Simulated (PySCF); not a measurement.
FHSi, SMILES F[SiH] (connectivity only; charge and spin as stated), charge +1, multiplicity 2.

Geometry: TPSSh-D3(BJ)/def2-TZVPD. The multiplicity is an assumed one; other spin states were not compared. The isomer is the one that the SMILES or the coordinates give; other isomers of the formula were not compared.

Two levels are set side by side: PBE/def2-TZVPD (PySCF) and r2SCAN/def2-TZVPD (PySCF). Same geometry, gas phase. Differences are taken from unrounded values.

```
quantity                     r2SCAN   PBE  PBE minus r2SCAN
---------------------------  ------  ----  ----------------
α-spin orbital gap (eV)        3.70  3.12             -0.58
β-spin orbital gap (eV)        6.30  5.44             -0.86
mean polarisability (bohr³)    20.7  21.2               0.5
```

Rough cost on one machine, each run with all the roots and properties that it gave: r2SCAN against PBE within a factor of 2.
